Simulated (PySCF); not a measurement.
TeHCl, SMILES Cl[TeH].

Coordinates come from a B3LYP-D3(BJ)/def2-TZVP optimisation. The def2 effective core potentials stand for the cores of Te; spin–orbit coupling is left out.

All values below come from CAM-B3LYP/def2-TZVPD (PySCF).

Symmetry labels are those of the subgroup Cs that the program uses (full group Cs).

Question: List the valence orbital energies around the gap with their symmetry. (The exact figures need the calculation; the answer reports its results.)

Answer: 
| orbital | symmetry | energy (eV) |
|---|---|---|
| HOMO−7 | A' | -46.24 |
| HOMO−6 | A' | -24.69 |
| HOMO−5 | A' | -19.64 |
| HOMO−4 | A' | -12.81 |
| HOMO−3 | A' | -11.73 |
| HOMO−2 | A" | -11.12 |
| HOMO−1 | A' | -10.31 |
| HOMO | A" | -7.96 |
| LUMO | A' | -1.74 |
| LUMO+1 | A' | 0.02 |
| LUMO+2 | A' | 0.86 |
| LUMO+3 | A" | 1.02 |
